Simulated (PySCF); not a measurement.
HgF4, SMILES [F][Hg]([F])([F])[F].

Coordinates come from a B3LYP-D3(BJ)/def2-SVP optimisation. The def2 effective core potentials stand for the cores of Hg; spin–orbit coupling is left out.

Two levels are set side by side: PBE/def2-TZVP (PySCF) and CAM-B3LYP/def2-TZVP (PySCF). Same geometry, gas phase. Differences are taken from unrounded values.

| quantity | CAM-B3LYP |
|---|---|
| orbital gap (eV) | 7.46 |
| highest occupied level (eV) | -13.56 |
| lowest empty level (eV) | -6.10 |
| mean polarisability (bohr³) | 40.8 |

Task: What does PBE give, and how far is it from CAM-B3LYP? (Estimate from the structure and the level; the computed values follow.)

Result: 
| quantity | PBE | PBE minus CAM-B3LYP |
|---|---|---|
| orbital gap (eV) | 2.17 | -5.29 |
| highest occupied level (eV) | -9.73 | 3.84 |
| lowest empty level (eV) | -7.56 | -1.45 |
| mean polarisability (bohr³) | 40.5 | -0.3 |

PBE's occupied levels lie high since its potential decays too fast outside the molecule; exact exchange lowers them and widens the gap. Differences between two approximate levels are no errors against the true value.

Rough cost on one machine, each run with all the roots and properties that it gave: CAM-B3LYP against PBE within a factor of 2.
